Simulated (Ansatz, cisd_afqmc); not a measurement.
Species: CCl₃F, charge 0, singlet. CCl3F (SMILES FC(Cl)(Cl)Cl).
B3LYP-D3(BJ)/def2-TZVP minimum from Ansatz (a program for electronic structure):
```xyz
5

F     -0.0146    -0.0321     1.5911
C     -0.0023    -0.0051     0.2508
Cl     1.5277    -0.7112    -0.3108
Cl    -1.3807    -0.9552    -0.3423
Cl    -0.1384     1.6852    -0.2777
```

Total energies in cc-pV(T+d)Z, 32 correlated electrons, 17 frozen orbitals. Open shells are spin-unrestricted; no spin-orbit coupling. Correlated methods leave the cores frozen. No relativity. AFQMC is phaseless with a CISD trial state; ± is one standard error, without the phaseless bias. Outlying blocks are dropped, and bars are widened where a walk drifts. Over all cases where full CI ran beside it in this data, AFQMC minus full CI had a median of +0.1 mEh and passed +0.4 mEh in a tenth of the cases.

```csv
method,program,energy (Eh),minus AFQMC/CISD (mEh)
HF,Ansatz,-1515.88535,1071.4 ± 0.4
MP2,Ansatz,-1516.86845,88.3 ± 0.4
CCSD,Ansatz,-1516.90927,47.5 ± 0.4
CCSD(T),Ansatz,-1516.95436,2.4 ± 0.4
AFQMC/CISD,cisd_afqmc,-1516.9568 ± 0.0004,0.0
```
